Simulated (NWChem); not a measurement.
GaBr₂F; SMILES [F][Ga]([Br])[Br]

Computed with NWChem. Coordinates come from a PBE-D3(BJ)/def2-SVP optimisation. Total energies compare along this basis series because the functional is fixed.

```json
[
 {"level": "Hartree-Fock/def2-SVP", "basis functions": "110", "energy (Ha)": "-7166.7289", "highest occupied level (eV)": "-11.91", "orbital gap (eV)": "13.19", "dipole (D)": "1.27"},
 {"level": "Hartree-Fock/def2-SVPD", "basis functions": "143", "energy (Ha)": "-7166.7430", "highest occupied level (eV)": "-12.02", "orbital gap (eV)": "12.50", "dipole (D)": "1.30"},
 {"level": "Hartree-Fock/def2-TZVP", "basis functions": "175", "energy (Ha)": "-7167.7378", "highest occupied level (eV)": "-11.97", "orbital gap (eV)": "13.10", "dipole (D)": "1.20"},
 {"level": "Hartree-Fock/def2-TZVPP", "basis functions": "175", "energy (Ha)": "-7167.7378", "highest occupied level (eV)": "-11.97", "orbital gap (eV)": "13.10", "dipole (D)": "1.20"},
 {"level": "Hartree-Fock/def2-QZVP", "basis functions": "282", "energy (Ha)": "-7167.8809", "highest occupied level (eV)": "-11.97", "orbital gap (eV)": "12.86", "dipole (D)": "1.22"}
]
```
